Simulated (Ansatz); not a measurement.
Frontier orbitals of C$_{3}$H$_{6}$ClIn, SMILES `C=[CH][In]([CH3])[Cl]`.

Z-matrix (Å, degrees):
```
C
In 1 2.131
H 1 1.091 2 108.7
H 1 1.091 2 108.7 3 -117.6
H 1 1.089 2 112.0 3 121.2
C 2 2.118 1 140.7 3 -121.3
Cl 2 2.370 1 111.4 3 58.7
C 6 1.330 2 120.2 1 180.0
H 6 1.088 2 120.8 1 -0.0
H 8 1.087 6 121.9 2 -0.0
H 8 1.089 6 121.8 2 180.0
```

The species carries charge 0 and has multiplicity 1. Correlated methods include outer-core shells of In, which these sets cover unevenly. In takes the def2 core potential. The geometry is a stationary point of PBE0-D4/def2-TZVP. It is one conformer, not always the lowest. Basis def2-TZVPP, Ansatz 0.2.0.

Orbital energies of one run (eV). Highest occupied ones, from the top: -6.74, -7.16, -7.35, -7.50, -7.61, -9.68, -10.35, -10.42, -10.65, -11.87, -14.66, -17.65, -18.81, -19.32. Empty: -2.16, -0.96, -0.27, 0.40, 1.22, 1.93.

(1) Which functional gave them?
A. r2SCAN
B. BLYP
C. r2SCANh
D. ωB97X-V

Answers

(1) A. HOMO energies: r2SCAN -6.74, r2SCANh -7.19, ωB97X-V -10.00, BLYP -6.31 eV.
